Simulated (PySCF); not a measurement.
## UHF on Mo (molybdenum, neutral)

Configuration: [Kr] 4d5 5s1, high-spin 7S determinant. All numbers are calculated (PySCF 2.14, a scalar-relativistic core potential, in aug-cc-pVTZ-PP with one added diffuse shell each of s, p, d, f, g type with ECP28MDF (7s7p6d4f3g, 113 functions)).

```json
{"Total energy": "-67.345052 hartree", "One-electron energy": "-116.4287 hartree", "Hartree (Coulomb) energy": "56.5029 hartree", "Exchange energy": "-7.4192 hartree", "⟨S²⟩": "12.0029", "⟨L²⟩": "0.000", "Sum of ⟨r⟩": "23.15 bohr", "Sum of ⟨r²⟩": "51.64 bohr²"}
```

```tsv
shell	electrons	mean orbital energy (hartree)	rms radius, mean of both spins (bohr)
4s α	1	-3.01504	1.20
4s β	1	-2.77753	1.20
4p α	3	-1.90785	1.34
4p β	3	-1.59588	1.34
4d α	5	-0.34389	2.11
5s α	1	-0.23800	3.95
```

Energies and moments cover only the electrons outside the core potential.
